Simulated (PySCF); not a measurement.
r2SCANh on Ga⁻ (gallium, charge -1), [Ar] 3d10 4s2 4p2, high-spin 3P determinant. Calculation: PySCF 2.14, in aug-cc-pVDZ-DK; the spin-free X2C one-electron Hamiltonian (Gaussian nucleus).

```
cycle= 1 E= -1943.71061000349  delta_E= -0.00955  |g|= 0.0505  |ddm|= 0.493
cycle= 2 E= -1943.71160843156  delta_E= -0.000998  |g|= 0.0264  |ddm|= 0.149
cycle= 3 E= -1943.71188477988  delta_E= -0.000276  |g|= 0.00282  |ddm|= 0.0394
cycle= 4 E= -1943.71189552599  delta_E= -1.07e-05  |g|= 0.000876  |ddm|= 0.0245
cycle= 5 E= -1943.71189701816  delta_E= -1.49e-06  |g|= 5.17e-05  |ddm|= 0.00625
cycle= 6 E= -1943.71189702245  delta_E= -4.28e-09  |g|= 1.16e-05  |ddm|= 0.000813
cycle= 7 E= -1943.71189702276  delta_E= -3.12e-10  |g|= 1.16e-06  |ddm|= 9.86e-05
converged SCF energy = -1943.71189702276  <S^2> = 2.0049686  2S+1 = 3.0033106
```

Highest occupied orbital energy: 1.090 eV; ⟨L²⟩ = 2.01; populations by l: s 8.00, p 14.00, d 10.00.

(1) Can this result be used?

Results:

(1) With care. Self-consistency was reached. At r2SCANh the highest occupied level has a positive energy, so only the finite basis holds that electron; in a semilocal or global hybrid functional this comes from self-interaction and does not mean that the real anion is unbound.
